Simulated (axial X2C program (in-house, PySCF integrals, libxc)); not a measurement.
Low determinants of VCl⁻ at the PBE0 level, two-component

Computed with an in-house all-electron X2C program for linear molecules (integrals from PySCF). Two-component (2c) means X2C with spin–orbit coupling and atomic mean-field two-electron Coulomb and Gaunt terms. Basis: V dyall-acv3z [11s11p7d4f2g], Cl dyall-av3z [9s8p3d2f] (cores contracted in-house); Gaussian nuclei, density fitting, unrestricted open shells. Masses: V 50.944 u, Cl 34.969 u.

Search at 2.330 Å (vertical energies from the lowest determinant):

| ΔE (eV) | state | electrons beyond evenly filled partner blocks | electrons in ±ω = 1/2, 3/2, 5/2, 7/2 |
| --- | --- | --- | --- |
| 0.00 | Ω = 5/2 | ω = 5/2 | 30 10 1 0 |
| 0.13 | Ω = 3/2 | ω = 1/2, ω = -3/2, ω = 5/2 | 31 9 1 0 |
| 0.15 | Ω = 7/2 | 2 × ω = 1/2, ω = 5/2 | 30 10 1 0 |
| 0.16 | Ω = 7/2 | ω = -1/2, ω = 3/2, ω = 5/2 | 31 9 1 0 |
| 0.16 | Ω = 1/2 | ω = -1/2, ω = -3/2, ω = 5/2 | 31 9 1 0 |
| 0.36 | Ω = 1/2 | ω = 1/2 | 31 10 0 0 |
| 0.40 | Ω = 9/2 | ω = 1/2, ω = 3/2, ω = 5/2 | 31 9 1 0 |

Lowest determinant, Ω = 5/2 (⟨Sz⟩ = 2.50, ⟨Lz⟩ = 0.00 at PBE0): Re = 2.377 Å, ωe = 284.7 cm⁻¹.

The determinant in row 2 of the search, Ω = 3/2 (⟨Sz⟩ = 2.50, ⟨Lz⟩ = -1.00 at PBE0), was followed along the bond at PBE0; measured from the minimum of the lowest determinant it gives:

Te = 0.134 eV (1080 cm⁻¹), Re = 2.368 Å, ωe = 279.2 cm⁻¹.

Q: Compare the bond of the determinant in row 2 with that of the lowest one.

A: At PBE0 its Re is 0.009 Å shorter and its force constant, which goes as ωe², is 0.96 times that of the lowest determinant. T0 ≈ Te + Δωe/2 = 1080 + (-3) = 1077 cm⁻¹.

The search compares states at one distance, so a state with another bond length can lie lower; it is not exhaustive and yields mostly the lowest determinant of each block pattern, so other components and higher states of one pattern are missing. These are energies of single determinants, not of spin-adapted states; PBE0 term energies can be off by some tenths of an eV, and the functional has no current term. The lowest determinant need not be the ground state where others lie within half an eV. For an anion, determinants above electron detachment are held by the basis set. The highest occupied level of some functionals is positive through self-interaction error; at Hartree–Fock it is bound. Row 1 has a positive highest level at its minimum. Row 2 has a positive highest level at its minimum.
